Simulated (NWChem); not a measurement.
System: C3HF3; SMILES FC(C#C)(F)F

Excerpt of the output:

```
             Northwest Computational Chemistry Package (NWChem) 7.3.0
             --------------------------------------------------------

 C3V symmetry detected

                             Geometry "geometry" -> ""
                             -------------------------

 Output coordinates in angstroms (scale by  1.889725989 to convert to a.u.)

  No.       Tag          Charge          X              Y              Z
 ---- ---------------- ---------- -------------- -------------- --------------
    1 C                    6.0000     0.00000000     0.00000000    -2.33393311
    2 C                    6.0000     0.00000000     0.00000000    -1.12730211
    3 C                    6.0000    -0.00000000     0.00000000     0.34189889
    4 F                    9.0000     0.87894109     0.87894109     0.81947389
    5 F                    9.0000     0.32171477    -1.20065586     0.81947389
    6 F                    9.0000    -1.20065586     0.32171477     0.81947389
    7 H                    1.0000     0.00000000     0.00000000    -3.40977711

 Effective nuclear repulsion energy (a.u.)     230.8162265997

      Symmetry information
      --------------------

 Group name             C3v
 Group number             17
 Group order               6
 No. of unique centers     5

                                 NWChem DFT Module
                                 -----------------

 Summary of "ao basis" -> "ao basis" (spherical)
 ------------------------------------------------------------------------------
       Tag                 Description            Shells   Functions and Types
 ---------------- ------------------------------  ------  ---------------------
 C                           6-31g*                  6       14   3s2p1d
 F                           6-31g*                  6       14   3s2p1d
 H                           6-31g*                  2        2   2s

      Symmetry analysis of basis
      --------------------------

        a1         30
        a2          4
        e          52

  Rotation of axis

            General Information
            -------------------
          SCF calculation type: DFT
          Wavefunction type:  closed shell.
          No. of atoms     :     7
          No. of electrons :    46
           Alpha electrons :    23
            Beta electrons :    23
          Charge           :     0
          Spin multiplicity:     1
          Use of symmetry is: on ; symmetry adaption is: on
          Maximum number of iterations: 150
          AO basis - number of functions:    86
                     number of shells:    38
          Convergence on energy requested:  1.00D-06
          Convergence on density requested:  1.00D-05
          Convergence on gradient requested:  5.00D-04

              XC Information
              --------------
                     r^2SCAN0 Method XC Functional
                     Hartree-Fock (Exact) Exchange  0.250
               r^2SCAN metaGGA Exchange Functional  0.750
                     r^2SCAN Correlation Potential  1.000

             Grid Information
             ----------------
          Grid used for XC integration:  medium
          Radial quadrature: Mura-Knowles
          Angular quadrature: Lebedev.
          Tag              B.-S. Rad. Rad. Pts. Rad. Cut. Ang. Pts.
          ---              ---------- --------- --------- ---------
          C                   0.70       49          10.0       434
          F                   0.50       49          11.0       434
          H                   0.35       45          10.0       434
          Grid pruning is: on
          Number of quadrature shells:   241
          Spatial weights used:  Erf1

      Superposition of Atomic Density Guess
      -------------------------------------

 Sum of atomic energies:        -411.59599105

      Non-variational initial energy
      ------------------------------

 Total energy =    -413.732796
 1-e energy   =   -1029.138572
 2-e energy   =     384.589549
 HOMO         =      -0.342379
 LUMO         =       0.064512

      Symmetry analysis of molecular orbitals - initial
      -------------------------------------------------

  Numbering of irreducible representations:

     1 a1          2 a2          3 e

  Orbital symmetries:

     1 a1          2 e           3 e           4 a1          5 a1
     6 a1          7 a1          8 e           9 e          10 a1
    11 a1         12 a1         13 e          14 e          15 a1
    16 e          17 e          18 e          19 e          20 a2
    21 a1         22 e          23 e          24 e          25 e
    26 a1         27 a1         28 a1         29 e          30 e
    31 a1         32 a1         33 e

     ---------------------------------------------
      Total Density - Mulliken Population Analysis
     ---------------------------------------------

    Atom       Charge   Shell Charges
 -----------   ------   -------------------------------------------------------
    1 C    6     6.46   2.00  0.75  1.88  0.71  1.10  0.03
    2 C    6     6.07   2.00  0.75  1.90  0.50  0.88  0.03
    3 C    6     4.26   2.00  0.60  1.19  0.05  0.30  0.13
    4 F    9     9.50   2.00  0.94  3.41  1.02  2.12  0.01
    5 F    9     9.50   2.00  0.94  3.41  1.02  2.12  0.01
    6 F    9     9.50   2.00  0.94  3.41  1.02  2.12  0.01
    7 H    1     0.71   0.42  0.29

   convergence    iter        energy       DeltaE   RMS-Dens  Diis-err
 ---------------- ----- ----------------- --------- --------- ---------
 d= 0,ls=0.0,diis     1   -413.9435836522 -6.45D+02  1.73D-02  1.61D+00
 d= 0,ls=0.0,diis     2   -413.8807845100  6.28D-02  8.63D-03  2.67D+00
 d= 0,ls=0.0,diis     3   -414.1055653932 -2.25D-01  2.97D-03  8.96D-02
 d= 0,ls=0.0,diis     4   -414.1117902314 -6.22D-03  1.32D-03  3.67D-02
 d= 0,ls=0.0,diis     5   -414.1163525948 -4.56D-03  2.19D-04  1.13D-03
  Resetting Diis
 d= 0,ls=0.0,diis     6   -414.1164575122 -1.05D-04  4.17D-05  1.53D-05
 d= 0,ls=0.0,diis     7   -414.1164595481 -2.04D-06  1.60D-05  8.04D-07
 d= 0,ls=0.0,diis     8   -414.1164595884 -4.03D-08  6.08D-06  5.61D-07

         Total DFT energy =     -414.116459588373
      One electron energy =    -1030.186028918251
           Coulomb energy =      433.046860926695
    Exchange-Corr. energy =      -47.793518196502
 Nuclear repulsion energy =      230.816226599686

 Numeric. integr. density =       46.000001584095

                  Occupations of the irreducible representations
                  ----------------------------------------------

                     irrep           alpha         beta
                     --------     --------     --------
                     a1               10.0         10.0
                     a2                1.0          1.0
                     e                12.0         12.0

                       DFT Final Molecular Orbital Analysis
                       ------------------------------------

 Vector   21  Occ=2.000000D+00  E=-4.422529D-01  Symmetry=a2
              MO Center= -7.7D-15,  1.2D-14,  8.1D-01, r^2= 2.0D+00
   Bfn.  Coefficient  Atom+Function         Bfn.  Coefficient  Atom+Function
  ----- ------------  ---------------      ----- ------------  ---------------
    59      0.391331  5 F  px                74     -0.391331  6 F  py
    45     -0.286474  4 F  px                46      0.286474  4 F  py
    63      0.270116  5 F  px                78     -0.270116  6 F  py
    49     -0.197738  4 F  px                50      0.197738  4 F  py
    60      0.104857  5 F  py                73     -0.104857  6 F  px

 Vector   22  Occ=2.000000D+00  E=-3.345469D-01  Symmetry=e
              MO Center= -1.9D-02,  1.9D-03, -1.6D+00, r^2= 1.5D+00
   Bfn.  Coefficient  Atom+Function         Bfn.  Coefficient  Atom+Function
  ----- ------------  ---------------      ----- ------------  ---------------
    17      0.392907  2 C  px                 3      0.384046  1 C  px
     7      0.242488  1 C  px                21      0.219699  2 C  px
    18     -0.140236  2 C  py                 4     -0.137074  1 C  py
    75     -0.125182  6 F  pz                79     -0.090980  6 F  pz
     8     -0.086549  1 C  py                22     -0.078415  2 C  py

 Vector   23  Occ=2.000000D+00  E=-3.345469D-01  Symmetry=e
              MO Center=  1.9D-02, -1.9D-03, -1.6D+00, r^2= 1.5D+00
   Bfn.  Coefficient  Atom+Function         Bfn.  Coefficient  Atom+Function
  ----- ------------  ---------------      ----- ------------  ---------------
    18      0.392907  2 C  py                 4      0.384046  1 C  py
     8      0.242488  1 C  py                22      0.219699  2 C  py
    17      0.140236  2 C  px                 3      0.137074  1 C  px
    47      0.113493  4 F  pz                61     -0.103328  5 F  pz
     7      0.086549  1 C  px                51      0.082485  4 F  pz

 Vector   24  Occ=0.000000D+00  E= 1.366187D-02  Symmetry=e
              MO Center= -4.0D-03, -6.5D-03, -1.4D+00, r^2= 2.4D+00
   Bfn.  Coefficient  Atom+Function         Bfn.  Coefficient  Atom+Function
  ----- ------------  ---------------      ----- ------------  ---------------
     8      0.476447  1 C  py                22     -0.407210  2 C  py
     7     -0.377477  1 C  px                 4      0.321121  1 C  py
    21      0.322622  2 C  px                18     -0.297676  2 C  py
     3     -0.254416  1 C  px                17      0.235841  2 C  px
    36     -0.174129  3 C  py                62     -0.163448  5 F  s

[...]
```

Level: r2SCAN0/6-31G* (spherical d). All runs use the structure optimised with PBE0/def2-SVP.

### Question
Reconstruct the input file.

### Answer
Several could match; the one computed here: the input that was run:
```
start job
memory heap 200 mb stack 900 mb global 1100 mb
geometry units angstroms noautoz
  C      0.000000     0.000000    -2.331534
  C      0.000000     0.000000    -1.124903
  C      0.000000     0.000000     0.344298
  F     -0.849276    -0.907637     0.821873
  F     -0.361399     1.189313     0.821873
  F      1.210675    -0.281676     0.821873
  H      0.000000     0.000000    -3.407378
end
basis spherical
  * library 6-31g*
end
dft
  xc r2scan0
  iterations 150
  mulliken
end
task dft energy
```
